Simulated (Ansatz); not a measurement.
The same path of CH6AsBOSi (11 atoms, charge 0, multiplicity 1) was run 3 times with different band settings. The coordinate that changes most is the dihedral H6–O1–Si2–As5.

These are results of Ansatz 0.2.0, RKS r2SCAN/def2-SVP, not measurements.

Relaxed end points:

```xyz
11
Properties=species:S:1:pos:R:3
O -2.094 0.504 0.871
Si -0.643 0.575 0.049
C 0.734 -0.233 1.062
B 1.337 -0.702 -0.294
As -0.226 -1.154 -1.532
H -2.891 0.633 0.341
H -0.368 1.958 -0.438
H 1.348 0.274 1.819
H 0.119 -1.024 1.537
H 2.472 -0.533 -0.669
H 0.276 -0.356 -2.724
```

```xyz
11
Properties=species:S:1:pos:R:3
O -2.146 0.888 0.641
Si -0.613 0.693 0.012
C 0.669 -0.268 1.044
B 1.296 -0.714 -0.310
As -0.266 -1.039 -1.578
H -2.693 0.096 0.701
H -0.183 2.060 -0.372
H 1.280 0.167 1.846
H 0.016 -1.063 1.458
H 2.451 -0.606 -0.642
H 0.254 -0.271 -2.779
```

Common settings: climbing image yes; optimiser quadratic models (default); start path IDPP; force threshold 0.05 eV/Å; end points relaxed.

| run | movable images | spring | iteration limit |
| --- | --- | --- | --- |
| 1 | 7 | 5.0 eV/Å² | 48 |
| 2 | 7 | 50.0 eV/Å² | 52 |
| 3 | 2 | 5.0 eV/Å² | 60 |

(1) What does each run give, and how far can it be trusted?

Answers

(1) Run 1: converged after 8 iterations, highest image 0.006 eV above the first end. The top lies less than 8 meV above the higher end, about what the thresholds resolve: that end is a shoulder or a very shallow well. A vibrational analysis at the climbing image gives one clearly imaginary mode, 145i cm⁻¹: a first-order saddle point.
Run 2: converged after 8 iterations, highest image 0.006 eV above the first end. The top lies less than 8 meV above the higher end, about what the thresholds resolve: that end is a shoulder or a very shallow well. Another band between the same ends (7 images) ends at a top of the same energy, where a vibrational analysis finds 1 clearly imaginary mode.
Run 3: converged after 8 iterations, highest image 0.006 eV above the first end. The top lies less than 8 meV above the higher end, about what the thresholds resolve: that end is a shoulder or a very shallow well. Another band between the same ends (7 images) ends at a top of the same energy, where a vibrational analysis finds 1 clearly imaginary mode. So few images can step over the top or miss a turn of the path.
